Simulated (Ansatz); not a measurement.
Task: Predict a relaxed structure of Si(vinyl)2(NHMe)2 (C6H14N2Si), charge 0, singlet, at PBE-D4/def2-SVP (Ansatz).

Result: 
| atom | x (Å) | y (Å) | z (Å) |
| --- | --- | --- | --- |
| Si1 | 0.121 | 0.039 | 0.335 |
| C2 | -0.846 | -0.930 | 1.633 |
| C3 | -2.193 | -0.994 | 1.611 |
| H4 | -0.312 | -1.484 | 2.430 |
| H5 | -2.772 | -0.464 | 0.832 |
| H6 | -2.778 | -1.565 | 2.353 |
| C7 | 1.173 | -1.165 | -0.664 |
| C8 | 1.056 | -2.508 | -0.603 |
| H9 | 1.958 | -0.747 | -1.325 |
| H10 | 0.291 | -2.992 | 0.030 |
| H11 | 1.708 | -3.190 | -1.178 |
| N12 | 1.022 | 1.248 | 1.212 |
| C13 | 1.919 | 2.213 | 0.605 |
| H14 | 1.195 | 1.076 | 2.205 |
| H15 | 2.987 | 1.888 | 0.560 |
| H16 | 1.590 | 2.407 | -0.437 |
| H17 | 1.896 | 3.192 | 1.136 |
| N18 | -0.861 | 0.909 | -0.813 |
| C19 | -1.367 | 0.433 | -2.086 |
| H20 | -1.296 | 1.772 | -0.477 |
| H21 | -1.233 | 1.182 | -2.900 |
| H22 | -0.811 | -0.477 | -2.389 |
| H23 | -2.448 | 0.156 | -2.068 |
 This is one stationary point.
